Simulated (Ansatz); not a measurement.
Reactions of BH$_{2}$I (`BI`).

Computed with Ansatz on PBE0-D4/def2-TZVP structures; ΔE is electronic, products minus reactants. CCSD(T)/CBS is the MP2 limit (def2-TZVPP, def2-QZVPP) plus CCSD(T) − MP2 in def2-TZVPP, frozen cores. This one scheme is used for every species. Elements past krypton have def2 core potentials. For I, Se outer-core shells are correlated without core-valence functions, which leaves a few kJ/mol of doubt a bond. Scalar relativity is left out up to krypton. One conformer a species, not always the lowest.

Q: Order these by ΔE at CCSD(T)/CBS, lowest first. (Best estimate.)
A. `BI` + `CC(F)C=N` → `BC(C)C=N` + `FI`
B. `BI` + `C=CSC` → `BC(=C)SC` + HI
C. `BI` + `CC[Se]C` → `B[Se]C` + `CCI`
D. `BI` + `C=NC(C)=S` → `C=NBI` + `CC=S`
E. `BI` + `CCN[SiH2]Cl` → `BN(CC)[SiH2]Cl` + HI
F. `BI` + `OBF` → `BOBF` + HI
G. `BI` + `[CH3][AlH][CH3]` → `B[CH2][AlH][CH3]` + HI

A: D (-1.16 eV), E (-0.64 eV), F (-0.40 eV), C (-0.29 eV), G (+0.32 eV), B (+0.52 eV), A (+1.71 eV).

Largest T1 diagnostic: 0.017, for `C=NC(C)=S`.
